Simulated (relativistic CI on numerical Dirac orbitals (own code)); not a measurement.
Method of calculation: Dirac-Coulomb-Breit CI, KLI orbitals optimised for each configuration, model QED, unscaled Slater integrals (own radial code, finite nucleus).

The strongest absorption lines from the ground level of an ion, among the configurations computed and to levels below about 1940 eV (vacuum wavelength in nm, gf): 0.64216 (0.051), 0.64409 (0.029), 0.74022 (0.11), 0.74472 (0.064), 1.0359 (0.37), 1.0537 (0.23), 9.2040 (0.41), 14.613 (0.12).

Task: Which ion is it?
A. Mo³¹⁺
B. Cd³⁵⁺
C. Cd³⁷⁺
D. Rh³⁴⁺

Result: C. Cd³⁷⁺ has 11 electrons and the ground level 3s 2S_1/2; the strongest line goes to 3p 2P°_3/2. The pattern of lines fixes the number of electrons, and along that sequence the line energies rise steadily with the charge (about as its square where n changes within one kind of shell, about linearly where n is kept but much faster in heavy ions where fine structure, which grows about as Z⁴, sets the gap, and irregularly where shells cross), which fixes Z. Configurations outside the model, such as inner-shell arrays, can give stronger lines. At this charge energies of transitions that change n are usually good to better than 1 %, and those within a shell (Δn = 0) to a few per cent.
